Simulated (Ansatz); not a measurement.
C8H12O8Si (`CC(=O)O[Si](OC(C)=O)(OC(C)=O)OC(C)=O`), charge 0, multiplicity 1.

Q: Give a relaxed structure at PBE0-D4/def2-TZVP (the Gaussian-basis code of Ansatz). (An estimate is asked.)

A: Computed: 
Z-matrix (Å, degrees):
```
C
C 1 1.491
H 1 1.087 2 110.0
H 1 1.092 2 108.7 3 120.7
H 1 1.091 2 109.9 3 -122.1
O 2 1.354 1 111.6 3 176.0
O 2 1.198 1 126.2 3 -4.5
Si 6 1.641 2 124.2 1 172.9
O 8 1.641 6 107.0 2 76.9
O 8 1.641 6 114.6 2 -41.5
O 8 1.641 6 107.0 2 -159.9
C 9 1.354 8 124.2 6 160.0
C 10 1.354 8 124.2 6 -41.7
C 11 1.354 8 124.2 6 -76.8
O 12 1.198 9 122.2 8 6.5
C 12 1.491 9 111.6 8 -173.0
O 13 1.198 10 122.2 8 -6.5
C 13 1.491 10 111.6 8 173.0
C 14 1.491 11 111.6 8 -173.0
O 14 1.198 11 122.2 8 6.6
H 16 1.092 12 108.8 9 63.2
H 16 1.087 12 110.0 9 -176.1
H 16 1.091 12 109.9 9 -54.0
H 18 1.091 13 109.9 10 54.0
H 18 1.087 13 110.0 10 176.1
H 18 1.092 13 108.8 10 -63.2
H 19 1.087 14 110.0 11 -176.0
H 19 1.091 14 109.9 11 -53.9
H 19 1.092 14 108.7 11 63.3
```
Point group S4.
This is one stationary point; other conformers may exist.
